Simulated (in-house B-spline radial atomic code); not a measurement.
Configurations of Ho VIII (Ho7+), with energies counted from [Kr] 4d10 (4f5/2)6 (4f7/2)3 5s2 (5p1/2)2 (5p3/2)1. Method: Dirac-Hartree-Fock, average of each configuration as written, Fermi nucleus of rms radius 5.2022 fm. Calculated with a B-spline radial code for spherical atoms. Energies include first-order Breit, QED and recoil terms.

Occupations are held fixed; configurations that lie above the ionisation limit could autoionise.

```tsv
configuration	E - E(ref) (eV)	highest orbital	its <r> (bohr)
[Kr] 4d10 (4f5/2)3 (4f7/2)6 5s2 (5p1/2)1 (5p3/2)2	11.594	4f7/2	0.7062
[Kr] 4d10 (4f5/2)5 (4f7/2)4 5s2 (5p3/2)3	17.112	4f7/2	0.7089
[Kr] 4d10 (4f5/2)4 (4f7/2)5 5s2 (5p3/2)3	18.449	4f7/2	0.7075
[Kr] 4d10 (4f5/2)6 (4f7/2)2 5s2 (5p1/2)1 (5p3/2)2 (5g7/2)1	87.868	5g7/2	3.322
[Kr] 4d10 (4f5/2)4 (4f7/2)4 5s2 (5p1/2)1 (5p3/2)2 9s1	108.05	9s1/2	8.034
[Kr] 4d10 (4f5/2)3 (4f7/2)6 5s2 (5p1/2)1 (5p3/2)1 9s1	113.5	9s1/2	8.071
[Kr] 4d10 (4f5/2)3 (4f7/2)6 5s2 (5p1/2)2 (8g7/2)1	114.18	8g7/2	10.53
[Kr] (4d3/2)3 (4d5/2)6 (4f5/2)5 (4f7/2)5 5s2 (5p3/2)3	192.13	5p3/2	1.345
```

Order these further configurations by energy, lowest first.
A. [Kr] 4d10 (4f5/2)4 (4f7/2)4 5s2 (5p1/2)2 (5p3/2)1 (6g9/2)1
B. [Kr] (4d3/2)3 (4d5/2)6 (4f5/2)5 (4f7/2)4 5s2 (5p1/2)2 (5p3/2)1 (5g7/2)1
C. [Kr] (4d3/2)3 (4d5/2)6 (4f5/2)4 (4f7/2)5 5s2 (5p1/2)1 (5p3/2)2 9s1
D. [Kr] 4d10 (4f5/2)3 (4f7/2)6 5s2 (5p3/2)2 (8d3/2)1
E. [Kr] 4d10 (4f5/2)1 (4f7/2)8 5s2 (5p1/2)1 (5p3/2)1 6s1

E (61.255 eV), A (97.059 eV), D (119.25 eV), B (261.16 eV), C (282.53 eV).

How far above the reference does [Kr] 4d10 (4f5/2)5 (4f7/2)3 5s2 (5p3/2)3 (9d5/2)1 lie?

118.59 eV; its least bound orbital is 9d5/2 with <r> = 9.726 bohr.

How far above the reference does [Kr] (4d3/2)4 (4d5/2)5 (4f5/2)2 (4f7/2)7 5s2 (5p3/2)3 (9d3/2)1 lie?

289.75 eV; its least bound orbital is 9d3/2 with <r> = 9.69 bohr.

How far above the reference does [Kr] (4d3/2)4 (4d5/2)5 (4f5/2)4 (4f7/2)5 5s2 (5p1/2)1 (5p3/2)2 (8g7/2)1 lie?

281.28 eV; its least bound orbital is 8g7/2 with <r> = 10.5 bohr.
